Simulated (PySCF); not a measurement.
SiBrF2, SMILES F[Si](F)Br, multiplicity 2. Atoms are numbered in the order given.

```xyz
4

Si    -0.9437    -0.4270     0.0000
Br     1.2184     0.0414     0.0000
F     -1.6350     0.2516     1.2901
F     -1.6350     0.2516    -1.2901
```
Charge 0, spin multiplicity 2.

Coordinates come from a PBE0-D3(BJ)/def2-SVP optimisation.

Method: PBE0/def2-TZVPD in PySCF.

Mulliken values depend strongly on the basis, most of all with diffuse functions as here. ESP charges are fitted to the potential on shells at 1.4 to 2.0 van der Waals radii. Atomic charges (e):

```json
[
 {"atom": "Si1", "ESP fit": "0.36", "meta-Löwdin": "?", "Mulliken": "0.63", "Mulliken spin": "0.79"},
 {"atom": "Br2", "ESP fit": "-0.05", "meta-Löwdin": "?", "Mulliken": "-0.16", "Mulliken spin": "0.14"},
 {"atom": "F3", "ESP fit": "-0.15", "meta-Löwdin": "?", "Mulliken": "-0.24", "Mulliken spin": "0.04"},
 {"atom": "F4", "ESP fit": "-0.15", "meta-Löwdin": "?", "Mulliken": "-0.24", "Mulliken spin": "0.04"}
]
```

### Question
Complete the blanks. (The exact figures need the calculation; the answer reports its results.)

### Answer

- Si1, meta-Löwdin: 1.17
- Br2, meta-Löwdin: -0.20
- F3, meta-Löwdin: -0.48
- F4, meta-Löwdin: -0.48
